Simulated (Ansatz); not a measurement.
C2H5NTe (`C=C(N)[TeH]`): the same geometry under several functionals.

```yaml
crystal:
  periodic: [false, false, false]
  atoms:
    - {symbol: C, position_ang: [0.261721, 1.085738, -0.878527]}
    - {symbol: C, position_ang: [0.047931, 0.134311, 0.031952]}
    - {symbol: N, position_ang: [0.327754, -1.207705, -0.120206]}
    - {symbol: Te, position_ang: [-0.800449, 0.659271, 1.894089]}
    - {symbol: H, position_ang: [0.796708, 0.862198, -1.797784]}
    - {symbol: H, position_ang: [-0.109398, 2.090682, -0.744710]}
    - {symbol: H, position_ang: [0.638134, -1.688082, 0.709013]}
    - {symbol: H, position_ang: [0.870150, -1.439481, -0.940752]}
    - {symbol: H, position_ang: [-1.944150, -0.543133, 1.829825]}
basis:
  gaussian: {orbitals: def2-TZVPP}
hamiltonian: {xc: {name: B3LYP}, dispersion: d4}
output: {forces: true, orbitals: {seedname: orbitals}}
```

```sh
$ ansatz run in.yaml --threads 4 --pin off --events-out ev --progress --plain --max-ram 10444MiB
```

It prints (some lines left out):

```
Functional definition: B3LYP
1233 factors; their error is unknown
mean field evaluation 1: about -10929.1059 eV, gradient 7.5e1 eV
mean field evaluation 2: about -10869.8266 eV, gradient 1.4e2 eV
mean field evaluation 4: about -10941.4508 eV, gradient 1.5e1 eV
mean field evaluation 8: about -10941.9130 eV, gradient 1.7e-1 eV
mean field evaluation 16: about -10942.0022 eV, gradient 9.7e-4 eV
mean field -10942.00217495 eV, -402.1111631739 hartree, gradient 1.4e-5 eV, S^2 0.000000; 0 other end points of the search recorded, 0 dependent functions left out
reference -10942.00242368 eV, -402.1111723146 hartree; 24, 24 occupied and 189, 189 virtual orbitals, 1233 factors
Total energy: -10942.34005214 eV, -402.1235799316 hartree
Atom 0 at     0.261721     1.085738    -0.878527 Å, force     0.029726     0.107740    -0.124215 eV/Å
Atom 1 at     0.047931     0.134311     0.031952 Å, force     0.014088     0.138944    -0.112725 eV/Å
Atom 2 at     0.327754    -1.207705    -0.120206 Å, force     0.072022    -0.205244    -0.037310 eV/Å
Atom 3 at    -0.800449     0.659271     1.894089 Å, force    -0.074268     0.137566     0.277030 eV/Å
Atom 4 at     0.796708     0.862198    -1.797784 Å, force    -0.033001     0.029226     0.048889 eV/Å
Atom 5 at    -0.109398     2.090682    -0.744710 Å, force     0.037930    -0.072181    -0.032704 eV/Å
Atom 6 at     0.638134    -1.688082     0.709013 Å, force     0.008100    -0.033324    -0.027340 eV/Å
Atom 7 at     0.870150    -1.439481    -0.940752 Å, force     0.009087    -0.039158    -0.000055 eV/Å
Atom 8 at    -1.944150    -0.543133     1.829825 Å, force    -0.063683    -0.063569     0.008430 eV/Å
Dipole moment:     0.230146    -0.234653    -0.053934 e Å
```

It took 2.6 s on 4 threads of an Arm Neoverse V2 on a shared host, with 0.5 GiB of host memory at the peak.

With the line `hamiltonian: {xc: {name: wB97X-V}}` and no forces (abridged; 4.6 s):

```
Functional definition: wB97X-V
mean field evaluation 16: about -10937.8190 eV, gradient 2.5e-4 eV
mean field -10937.81897705 eV, -401.9574334867 hartree, gradient 3.7e-5 eV, S^2 0.000000
Total energy: -10937.81897511 eV, -401.9574334154 hartree
```

Changing it to `hamiltonian: {xc: {name: B2PLYP}}` and no forces (abridged; 3.3 s):

```
Functional definition: B2PLYP
mean field evaluation 16: about -10922.5961 eV, gradient 5.4e-4 eV
mean field -10922.59606119 eV, -401.3980016473 hartree, gradient 4.3e-6 eV, S^2 0.000000
7 core orbitals not correlated: weight in the atoms' cores, before any rotation towards them, 1.000 or more for the frozen orbitals, at most 0.000 for the correlated occupied ones
second order -32.75759273 eV of doubles, -0.00000000 eV of singles
Total energy: -10931.44076852 eV, -401.7230386465 hartree
```

B3LYP takes the VWN-RPA correlation (the form of Gaussian; ORCA's B3LYP/G).
